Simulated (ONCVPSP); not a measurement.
## Before and after: ONCV potential for I (Z = 53)

| Item | Value |
| --- | --- |
| Element | I (Z = 53) |
| Generator | ONCVPSP 4.0.1 |
| Type | optimised norm-conserving Vanderbilt (ONCV) |
| Functional | PBE |
| Relativity | fully relativistic |
| Frozen core | [Kr] |
| Valence charge | 17 |
| Reference configuration | 4d10 5s2 5p5 |
| Partial waves | 5s: rc 1.70 bohr, ncon 4, nbas 8, qcut 3.4 1/bohr, 2 projectors, debl 1.6 Ha; 5p: rc 1.90 bohr, ncon 4, nbas 7, qcut 4.1 1/bohr, 2 projectors, debl 2.2 Ha; 4d: rc 1.50 bohr, ncon 4, nbas 9, qcut 10.4 1/bohr, 2 projectors, debl 1.5 Ha |
| Local potential | polynomial inside 1.35 bohr (lpopt 5, dvloc0 4 Ha) |
| Core correction | Teter function fitted to the true core (icmod 2), fcfact 0.35 |

Open shells are filled in proportion to 2j + 1.

In the d channel the program set the typed energies aside and used -1.820, 0.250 Ha (j = l + 1/2; the other j can differ).

All-electron outer shells of the reference configuration (PBE, scalar-relativistic, ld1.x):

```json
{"shell": "4s", "level (eV)": "-180.60", "outermost node (bohr)": "0.37", "outermost maximum (bohr)": "0.68"}
{"shell": "4p", "level (eV)": "-127.57", "outermost node (bohr)": "0.37", "outermost maximum (bohr)": "0.72"}
{"shell": "4d", "level (eV)": "-50.28", "outermost node (bohr)": "0.35", "outermost maximum (bohr)": "0.78"}
{"shell": "5s", "level (eV)": "-17.41", "outermost node (bohr)": "0.88", "outermost maximum (bohr)": "1.70"}
{"shell": "5p", "level (eV)": "-7.09", "outermost node (bohr)": "0.96", "outermost maximum (bohr)": "2.02"}
```

Change: all radii but the core radius scaled by about 1.24 (s 2.10, p 2.34, d 1.86 bohr); local potential polynomial inside 1.66 bohr (lpopt 5, dvloc0 4 Ha).

Cutoffs: the cutoffs (Ha) at which the residual kinetic energy of the hardest occupied pseudo-wave falls to 1 and 0.1 mHa per electron; they do not see the model core or the augmentation charge, which bear on the density cutoff. Errors are all-electron minus pseudo energies relative to the spin-unpolarised reference configuration.

Predict the effect on cutoff, ghosts and configuration errors.

The potential gets softer (42 Ha and 54 Ha → 36 Ha and 41 Ha); the lowest positive-energy flag moves from s at 39.8 eV to s at 113.7 eV; of the 4 tests that both files solve, the error grows in 1 and shrinks in 0 by more than 15 % and 0.3 meV (median size 1.1 → 1.5 meV); neither file shows a bound ghost. A larger radius leaves more room for a smooth pseudo-wave, so fewer plane waves are needed.

```tsv
quantity	base	changed
cutoff, loose	42 Ha	36 Ha
cutoff, tight	54 Ha	41 Ha
loose cutoff by channel	s 26 Ha, p 9.1 Ha, d 42 Ha	s 18 Ha, p 6.9 Ha, d 36 Ha
bound ghosts	none	none
GHOST(+) flags under 300 eV	s at 39.8 eV, p3/2 at 114.3 eV, p1/2 at 142.8 eV	s at 113.7 eV
error for 4d10 5s2 5p4, meV [ΔE 11.16 eV]	+0.2	-0.5
error for 4d10 5s2 5p3, meV [ΔE 31.03 eV]	+2.0	-2.4
error for 4d10 5s2 5p2, meV [ΔE 60.40 eV]	+8.2	-7.2
error for 4d10 5s2 5p4.5, meV [ΔE 4.55 eV]	0.0	-0.1
rms error of d²Exc/dni dnj with the model core, mHa	4.37	3.99
```
